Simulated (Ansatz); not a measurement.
Geometry optimisation, Ansatz, RKS r2SCAN-D4/def2-SVP.

Input:

```yaml
crystal:
  periodic: [false, false, false]
  atoms:
    - { symbol: Ta, position_ang: [-0.62576, -0.454149, 0.129867] }
    - { symbol: F, position_ang: [2.254164, 0.707169, 0.501507] }
    - { symbol: F, position_ang: [-0.617505, -0.37525, 2.014355] }
    - { symbol: F, position_ang: [-0.216706, -0.559434, -1.708932] }
    - { symbol: "N", position_ang: [-0.694198, 1.500447, 0.033175] }
    - { symbol: H, position_ang: [-0.611716, 2.099618, 0.853947] }
    - { symbol: H, position_ang: [-0.582424, 2.028401, -0.831242] }
    - { symbol: F, position_ang: [-2.237014, -1.396517, -0.020371] }
    - { symbol: H, position_ang: [0.893155, -1.391762, 0.34978] }
    - { symbol: H, position_ang: [2.323103, -0.218625, 0.514214] }
basis:
  gaussian: { orbitals: def2-SVP }
hamiltonian:
  xc: r2scan
  dispersion: d4
relax:
  f_tol: 0.03
  max_steps: 50
output:
  orbitals: {}
```

Launched with:

```bash
$ ansatz run input.yaml --threads 4 --pin off --max-ram 5120MiB --backend cpu --events-out ev --progress --plain --runs-dir out
```

**Question.** Where does it end, and by what steps?

**Answer.** The run converged. After 23 steps the energy has fallen by 1.866 eV; H10 moved furthest, 1.92 Å. Parted: Ta1–H9 (1.80 → 2.87 Å), F2–H10 (0.93 → 2.48 Å). Joined: Ta1–F2 (3.13 → 1.88 Å), H9–H10 (1.86 → 0.76 Å).

```json
{"step": "0", "energy less start (eV)": "0.0000", "largest force component (eV/Å)": "0.305", "accepted": "yes"}
{"step": "1", "energy less start (eV)": "-0.0124", "largest force component (eV/Å)": "0.658", "accepted": "yes"}
{"step": "2", "energy less start (eV)": "-0.0374", "largest force component (eV/Å)": "0.282", "accepted": "yes"}
{"step": "3", "energy less start (eV)": "-0.0462", "largest force component (eV/Å)": "0.789", "accepted": "yes"}
{"step": "4", "energy less start (eV)": "-0.0740", "largest force component (eV/Å)": "0.803", "accepted": "yes"}
{"step": "5", "energy less start (eV)": "-0.1547", "largest force component (eV/Å)": "0.605", "accepted": "yes"}
{"step": "6", "energy less start (eV)": "-0.1415", "largest force component (eV/Å)": "1.512", "accepted": "no"}
{"step": "7", "energy less start (eV)": "-0.2096", "largest force component (eV/Å)": "0.160", "accepted": "yes"}
{"step": "8", "energy less start (eV)": "-0.2192", "largest force component (eV/Å)": "0.470", "accepted": "yes"}
{"step": "9", "energy less start (eV)": "-0.2293", "largest force component (eV/Å)": "0.423", "accepted": "yes"}
{"step": "10", "energy less start (eV)": "-0.2555", "largest force component (eV/Å)": "1.154", "accepted": "yes"}
{"step": "11", "energy less start (eV)": "-0.4949", "largest force component (eV/Å)": "1.790", "accepted": "yes"}
{"step": "12", "energy less start (eV)": "-1.0280", "largest force component (eV/Å)": "1.919", "accepted": "yes"}
{"step": "13", "energy less start (eV)": "-1.4659", "largest force component (eV/Å)": "1.776", "accepted": "yes"}
{"step": "14", "energy less start (eV)": "-1.6174", "largest force component (eV/Å)": "1.897", "accepted": "yes"}
{"step": "15", "energy less start (eV)": "-1.7728", "largest force component (eV/Å)": "0.524", "accepted": "yes"}
{"step": "16", "energy less start (eV)": "-1.8038", "largest force component (eV/Å)": "0.765", "accepted": "yes"}
{"step": "17", "energy less start (eV)": "-1.8350", "largest force component (eV/Å)": "0.655", "accepted": "yes"}
{"step": "18", "energy less start (eV)": "-1.8557", "largest force component (eV/Å)": "0.188", "accepted": "yes"}
{"step": "19", "energy less start (eV)": "-1.8584", "largest force component (eV/Å)": "0.092", "accepted": "yes"}
{"step": "20", "energy less start (eV)": "-1.8625", "largest force component (eV/Å)": "0.062", "accepted": "yes"}
{"step": "21", "energy less start (eV)": "-1.8650", "largest force component (eV/Å)": "0.060", "accepted": "yes"}
{"step": "22", "energy less start (eV)": "-1.8658", "largest force component (eV/Å)": "0.062", "accepted": "yes"}
{"step": "23", "energy less start (eV)": "-1.8661", "largest force component (eV/Å)": "0.021", "accepted": "yes"}
```

```xyz
10
Properties=species:S:1:pos:R:3
Ta -0.018 0.205 0.183
F 1.843 0.433 0.379
F -0.251 0.347 2.056
F 0.168 0.145 -1.699
N -0.996 1.878 -0.015
H -1.373 2.409 0.767
H -1.187 2.319 -0.913
F -1.117 -1.324 0.143
H 1.083 -2.430 0.440
H 1.734 -2.043 0.494
```

Whether the end is a true minimum wasn't checked by a vibrational analysis.

Run time: 64 s on 4 threads of Arm Neoverse V2, on a shared host, peak memory 0.22 GiB.
